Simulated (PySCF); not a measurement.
**Worked example: refractive index and permittivity of the vapour**

C4H5FO, SMILES C1C(=COC1)F.

Coordinates come from a PBE-D3(BJ)/def2-SVP optimisation. The geometry has at least one imaginary mode, so it is a saddle point at that level. The values are those of a single conformer.

PySCF with PBE/def2-TZVP gives a mean static polarisability of 50.3 bohr³ and a dipole moment of 1.47 D. Take an ideal gas at 298.15 K and 0.1 bar, whether or not the substance is that volatile.

### Question
Work out n − 1 in the optical limit and the static ε − 1.

### Answer

Polarisability volume α' = 50.3 × 0.148185 = 7.45 Å³. Number density N = p/kT = 2.43e-6 Å⁻³.
Dilute limit of Lorentz–Lorenz: n − 1 = 2π N α' = 0.00011.
Orientation term of Debye: μ²/(3kT) = 8.098 Å³ × μ²(D²) = 17.50 Å³.
ε − 1 = 4π N (α' + μ²/3kT) = 0.00076. Orientation of the dipole supplies 70 % of the static response; it can't follow optical fields. Vibrational polarisation and dispersion are left out.
